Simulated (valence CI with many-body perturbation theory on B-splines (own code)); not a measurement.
Rh XXXIII in brief

Level of theory: valence CI with perturbative core correlation (CI+MBPT): three valence electrons over a frozen Dirac-Fock core [Ne], radial functions for each j: 11 s, 11 p, 9 d, 7 f, 5 g, 2 h, 1 i, with the one-electron correlation potential Σ1, the two-electron term Σ2, the three-electron term Σ3, Breit, model QED; selected CI, second order for the rest (own B-spline code, finite nucleus).

The last digits are not significant, and no measured levels were compared; by estimate large intervals hold to a few tenths of a per cent, small ones and those within an open d or f shell to about a per cent.

Levels are named by their leading jj configuration (3d3/2^4 stands for four electrons in 3d with j = 3/2), which in mixed levels can hold well under half, so a name can repeat and another be missing.

Rates and lifetimes use the calculated energies. Strong lines usually hold to 10 to 20 %, long lifetimes can be off by a factor of two.

(1) What is the ground level?

(2) Among levels below 28.727 Ry, which E1 lines absorb most strongly from the ground level?

(3) What are the static dipole polarisabilities of the lowest levels?

(4) Where does the other parity begin?

(5) Name the longest-lived excited levels whose lifetime is computed, and their main decay.

## Answers

(1) (3s^2 3p1/2) J=1/2, composition 98 % 3s2 3p 2P°, g = 0.660.

(2) to (3s^2 3d3/2) J=3/2 at 7.945 nm, f = 0.340; to (3s 3p1/2 3p3/2) J=1/2 at 9.661 nm, f = 0.198; to (3s 3p1/2 3p3/2) J=3/2 at 10.38 nm, f = 0.0995.

(3) (3s^2 3p1/2) J=1/2 0.0288; (3s^2 3p3/2) J=3/2 0.0305 (tensor 0.0030) bohr³, of which the core gives 0.000432.

(4) At (3s 3p1/2^2) J=1/2, 5.532 Ry.

(5) (3s 3p3/2 3d5/2) J=9/2 at 18.575 Ry lives 7.48 μs, mostly by M1 to (3s 3p1/2 3d5/2) J=7/2; (3s^2 3p3/2) J=3/2 at 2.578 Ry lives 4.90 μs, mostly by M1 to (3s^2 3p1/2) J=1/2.
